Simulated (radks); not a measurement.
All-electron atom: neutral vanadium in [Ar] 3d3 4s1.75 4f0.25 (fractional occupations, a model configuration).

All-electron calculation, Dirac Kohn-Sham, exchange-only PBE, spin-unpolarised, spherical densities, point nucleus; open shells fill j = l - 1/2 first. Program: a radial shooting solver on a logarithmic mesh with Libxc functionals.

Energy parts (Ry):
part                   energy
total             -1896.07603
kinetic            1918.13878
electron-nucleus  -4516.63387
Hartree             790.68874
exchange            -88.26967

Orbitals (lengths in bohr, moments of r in powers of bohr; r(max) is where P^2 peaks):
orbital	occ.	eigenvalue (Ry)	<r>	<1/r>	<r^2>	r(max)
1s1/2	2	-394.3359	0.06644	22.84	0.005936	0.04349
2s1/2	2	-44.31949	0.3081	4.812	0.1123	0.2556
2p1/2	2	-37.36439	0.2722	4.749	0.09142	0.2065
2p3/2	4	-36.84232	0.2750	4.683	0.09316	0.2087
3s1/2	2	-5.19625	0.9489	1.488	1.040	0.8192
3p1/2	2	-3.31619	1.012	1.361	1.209	0.8401
3p3/2	4	-3.25494	1.021	1.347	1.229	0.8467
3d3/2	3	-0.42893	1.448	0.9577	2.844	0.8903
4s1/2	1.75	-0.39163	3.331	0.3921	12.87	2.721
4f5/2	0.25	-0.00825	37.29	0.02898	1503	28.98

The highest occupied level is 4f5/2 at -0.112 eV. Summed over all electrons, <r^2> = 417.1 bohr^2, which gives a Langevin (diamagnetic) susceptibility term of -330 x 10^-6 cm^3/mol. The density falls to 0.001 e/bohr^3 at r = 4.62 bohr.

Empty levels of this run are not shown, since the potential may be unsettled where no density lies.
